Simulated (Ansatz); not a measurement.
**Worked example: C2H6Cl2Si + GeH(CH3)2(SiH3) → C2H9ClSi2 + GeH(CH3)2Cl**

Species: C2H6Cl2Si `CC[SiH](Cl)Cl`, singlet; GeH(CH3)2(SiH3), singlet; C2H9ClSi2 `CC[SiH]([SiH3])Cl`, singlet; GeH(CH3)2Cl, singlet. The partners trade Cl for SiH3: Si–Cl and Ge–SiH3 bonds give way to Si–SiH3 and Ge–Cl.

Shapes, held fixed at every level: PBE0-D4/def2-TZVP. Flexible molecules stand in one conformer, not always the lowest. Programs: Ansatz 0.2.0. Electronic energies: no zero-point or thermal term.

At CCSD(T)/def2-TZVPP; 1 Eh = 2625.50 kJ/mol:

| species | energy (Eh) |
| --- | --- |
| C2H6Cl2Si | -1288.303759 |
| GeH(CH3)2(SiH3) | -2446.750458 |
| C2H9ClSi2 | -1119.368475 |
| GeH(CH3)2Cl | -2615.674524 |

**Question.** Work out ΔE of the reaction at this level.

**Answer.** 
1. Products less reactants: (-1119.368475) + (-2615.674524) − [(-1288.303759) + (-2446.750458)] = 0.011218 Eh = +29.5 kJ/mol.

Other levels give +20.2 (HF/def2-TZVPP) to +33.6 kJ/mol (MP2/def2-TZVPP). No measured value is set beside it here. Relativity is left out for Ge. Outer-core shells of Ge are correlated in most correlated rows, in sets that cover them unevenly.
